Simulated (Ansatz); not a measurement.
C₆H₉ClSi⁺, that is SiCl(vinyl)3 with one electron fewer. The state is a doublet with charge 1. Geometry PBE-D4/def2-SVP, that of the neutral singlet; atoms count from 1.

```xyz
17

Si    0.0369    0.0134    0.0307
Cl    1.5635    0.5133    1.3832
C    -0.4742   -1.7645    0.3404
C     0.0395   -2.5617    1.2972
H    -1.2605   -2.1794   -0.3209
H     0.8253   -2.2012    1.9833
H    -0.2999   -3.6031    1.4360
C     0.6982    0.2093   -1.7134
C     1.9556    0.5769   -2.0275
H    -0.0095    0.0032   -2.5407
H     2.7021    0.7949   -1.2442
H     2.2925    0.6757   -3.0743
C    -1.4126    1.1692    0.3147
C    -1.4432    2.1631    1.2236
H    -2.3072    1.0117   -0.3198
H    -0.5810    2.3646    1.8826
H    -2.3256    2.8148    1.3490
```

Question: Estimate the Mulliken populations from the PBE0/def2-TZVP orbitals of Ansatz.

Answer: 
```
atom  charge (e)  spin (α − β)
 Si1        0.47         -0.04
 Cl2       -0.18          0.00
  C3       -0.18          0.13
  C4       -0.15          0.24
  H5        0.18          0.00
  H6        0.19         -0.01
  H7        0.20         -0.01
  C8       -0.18          0.13
  C9       -0.15          0.24
 H10        0.18          0.00
 H11        0.19         -0.01
 H12        0.20         -0.01
 C13       -0.18          0.13
 C14       -0.15          0.24
 H15        0.18          0.00
 H16        0.19         -0.01
 H17        0.20         -0.01
```
Mulliken values depend strongly on the basis.

Question: Where does the spin sit?

Answer: Summed by element: Si -0.04, Cl 0.00, C 1.11, H -0.07, of 1 unpaired in all. Largest on single atoms: C4 0.24, C14 0.24, C9 0.24.

Question: And the Mayer bond orders between heavy atoms (over 0.3)?

Answer: Si1–Cl2 1.17 (2.10 Å); Si1–C3 0.99 (1.88 Å); Si1–C8 0.99 (1.88 Å); Si1–C13 0.99 (1.88 Å); C3–C4 1.67 (1.35 Å); C8–C9 1.67 (1.35 Å); C13–C14 1.67 (1.35 Å).
